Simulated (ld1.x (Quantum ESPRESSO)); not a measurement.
**Ge (Z = 32): one change to a TM semilocal potential, before and after**

Ge, norm-conserving Troullier–Martins (semilocal form), made with ld1.x (Quantum ESPRESSO) 7.5 (PW91, non-relativistic). Core [Ar] 3d10, reference 4s2 4p2. Waves: 4s (bound): rc 1.60 bohr; 4p (bound): rc 1.65 bohr; 4d channel at 0.25 Ry: rc 1.70 bohr. Local part: the d channel. Core correction: a·sin(br)/r model core inside 1.30 bohr.

Change: wave 4s (bound): rc 1.60 bohr becomes 4s (bound): rc 1.94 bohr.

Cutoffs: the cutoffs (Ry, on a coarse ladder) from which the occupation-weighted sum of valence levels, in a spherical-Bessel basis at the reference potential, stays within 10 and 1 mRy of its value at 400 Ry; they do not see the model core or the augmentation charge, which bear on the density cutoff. Errors are all-electron minus pseudo energies relative to the spin-unpolarised reference configuration.

Problem. How do hardness, ghosts and transferability respond?

Solution. The potential gets softer (30 Ry and 45 Ry → 25 Ry and 40 Ry); of the 7 tests that both files solve, the error grows in 2 and shrinks in 0 by more than 15 % and 0.3 meV (median size 19.2 → 20.7 meV); neither file shows a bound ghost. A larger radius leaves more room for a smooth pseudo-wave, so fewer plane waves are needed. A semilocal file is local in each channel, so a ghost entry of none says nothing of the separable form that plane-wave codes build from it.

```csv
quantity,base,changed
"cutoff, loose",30 Ry,25 Ry
"cutoff, tight",45 Ry,40 Ry
loose cutoff by channel (10 mRy a level),"s 15 Ry, p 6 Ry","s 12 Ry, p 6 Ry"
bound ghosts,none,none
"error for 4s2 4p1, meV [ΔE 7.53 eV]",-3.7,-3.4
"error for 4s2 4p0, meV [ΔE 23.07 eV]",-38,-35
"error for 4s1 4p0, meV [ΔE 57.42 eV]",-231,-228
"error for 4s0 4p4, meV [ΔE 15.46 eV]",-31,-39
"error for 4s1 4p3, meV [ΔE 7.62 eV]",-7.7,-9.5
"error for 4s2 4p2.3, meV [ΔE -0.91 eV]",0.0,0.0
"error for 4s1 4p2, meV [ΔE 15.86 eV]",-19,-21
```
